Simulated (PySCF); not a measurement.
**[CuH3]-: breathing scan**

All numbers come from PySCF, UPBE0, basis Cu def2-TZVPD, H def2-TZVPD (no relativity, density fitting).

Rigid scan from the doublet minimum (Cu–H 1.576 Å, Cu–H 1.580 Å (×2); H–Cu–H 98.6° (×2), H–Cu–H 162.9°). Coordinate: all bonds to the central atom scaled together. Energies in kJ/mol from the minimum.

Predict the curve at 0.88, 0.92, 0.96, 1.00, 1.04, 1.08, 1.14, 1.22, 1.35.


```csv
scale of all bonds to the centre,E (kJ/mol),"dipole size (D, about the centre of mass)",⟨S²⟩
0.88,65.7,0.38,0.76
0.92,26.2,0.59,0.76
0.96,5.9,0.77,0.76
1.00,0.0,0.92,0.76
1.04,4.8,1.03,0.76
1.08,17.6,1.12,0.76
1.14,47.2,1.19,0.76
1.22,98.5,1.17,0.76
1.35,191.5,0.89,0.77
```

Other spin states or occupations of the open shell can lie lower.

Other isomers or separated fragments may lie lower.

The scan took of the order of 50 core-seconds on a shared host.
